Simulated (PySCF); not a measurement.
**Ionising MgPb**

ROHF-CCSD(T); Mg def2-SVPD, Pb def2-SVPD with ECP60; scalar-relativistic core potentials (PySCF 2.14). Neutral (ROHF): triplet (π ↑↑), Re = 2.879 Å, ωe = 192 cm⁻¹, De = 0.66 eV.

MgPb⁻ (ROHF): quartet (σ ↑, π ↑↑), Re = 3.044 Å, ωe = 151 cm⁻¹, De = 0.87 eV to Mg + Pb⁻. The energies at the minima are -391.50163 hartree for MgPb and -391.54498 for MgPb⁻.

Work out the adiabatic electron affinity, without and with harmonic zero-point energies (1 hartree = 27.2114 eV, 1 eV = 8065.5 cm⁻¹), and the change of the bond length.

At ROHF-CCSD(T): 0.04335 hartree = 1.180 eV between the minima; the zero-point term (192.0 − 151.0)/2 cm⁻¹ = +0.003 eV makes it 1.182 eV. Re changes by +16.5 pm against the neutral. The electron enters a σ orbital; the charge polarises the partner, so the anion is bound more strongly.

Correlated steps freeze 5 core orbitals. Correlated levels converge slowly with the basis: in double zeta they bind strong bonds too weakly, by up to about 1 eV, and carry superposition errors of some tenths. Spin–orbit coupling is left out, which matters for elements this heavy, above all for dissociation energies. For an ion De counts to the pair picked by the measured ionisation energies or electron affinities, which need not be the lowest pair at this level. States were picked by a PBE0 search and need not be the measured ground states.
